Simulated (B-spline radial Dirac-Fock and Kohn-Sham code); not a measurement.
## The O-like isoelectronic sequence (8 electrons), Z = 25 to 36

These are calculated numbers from a radial B-spline solver; the model is ΔSCF Dirac-Fock with Breit, self-energy and vacuum polarisation, finite nucleus, configuration average. Binding energies in eV, tabulated ground configurations ([He] 2s2 2p4 throughout). Correlation energy is missing from these numbers.

```
  ion       1s      2s  outermost level  NIST ionisation energy
Mn¹⁷⁺   7314.9  1423.8      1327.0 (2p)            1320.3 ± 2.5
Fe¹⁸⁺   7964.6  1568.9      1466.3 (2p)                1460 ± 3
Co¹⁹⁺   8642.8  1721.1      1612.4 (2p)                1606 ± 4
Ni²⁰⁺   9349.6  1880.6      1765.6 (2p)                1758 ± 4
Cu²¹⁺  10085.1  2047.4      1925.7 (2p)                1918 ± 4
Zn²²⁺  10849.5  2221.4      2092.8 (2p)                2085 ± 5
Ga²³⁺  11642.9  2402.7      2266.8 (2p)                2258 ± 5
Ge²⁴⁺  12465.3  2591.4      2448.0 (2p)                2439 ± 5
As²⁵⁺  13317.0  2787.6      2636.1 (2p)                2626 ± 6
Se²⁶⁺  14198.1  2991.1      2831.3 (2p)                2820 ± 6
Br²⁷⁺        ?       ?                ?                       ?
Kr²⁸⁺  16049.1  3420.9      3243.0 (2p)                3228 ± 7
```

Task: Fill in the row of Br²⁷⁺.

Result: 1s 15108.8, 2s 3202.2, outermost 3033.6 (2p), NIST 3021 ± 7 eV.

NIST's values are for the lowest levels; a dash marks a value that is missing or belongs to another shell. Their kind here: semi-empirical. Where a p, d or f shell is open in either ion the computed value averages over both j values and all terms, while the table refers to the lowest levels; that difference holds spin-orbit splitting (largest in heavy or highly charged ions), term energies where several electrons share open shells, and correlation, and it can reach 10 % or more.
